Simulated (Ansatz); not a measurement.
C2H7NZn, SMILES `C[CH2][Zn][NH2]`, relaxed with RKS PBE-D4/def2-SVP in the Gaussian-basis code of Ansatz from a rough embedded geometry. The force threshold is 0.03 eV/Å; the program also tests the step.

Charge 0, multiplicity 1.

Start:

```xyz
11

C     0.354    1.120    0.307
C    -0.589    0.177    0.907
Zn   -0.393   -1.271    0.002
N     0.093   -1.991   -1.345
H     0.126    1.324   -0.790
H     0.300    2.163    0.835
H     1.425    0.786    0.394
H    -1.596    0.513    0.821
H    -0.339    0.024    2.026
H     1.034   -1.634   -1.203
H    -0.414   -1.209   -1.953
```

How much energy does the relaxation release, and in how many steps? (Best estimate.)

Computed: 262.20 kJ/mol, in 11 steps.

Which bonds change most? (Estimate.)

Computed: Zn3–N4 from 1.603 to 1.839 Å; C2–Zn3 from 1.718 to 1.947 Å; N4–H11 from 1.113 to 1.029 Å; C1–C2 from 1.462 to 1.535 Å.

Give the relaxed structure. (An estimate is asked.)

Ansatz gave: 
```xyz
11

C     0.339    1.664    0.671
C    -0.477    0.382    0.884
Zn   -0.192   -1.029   -0.428
N    -0.031   -2.475   -1.553
H     0.125    2.140   -0.309
H     0.127    2.429    1.451
H     1.432    1.473    0.701
H    -1.566    0.614    0.888
H    -0.267   -0.049    1.888
H     0.932   -2.808   -1.699
H    -0.423   -2.341   -2.494
```
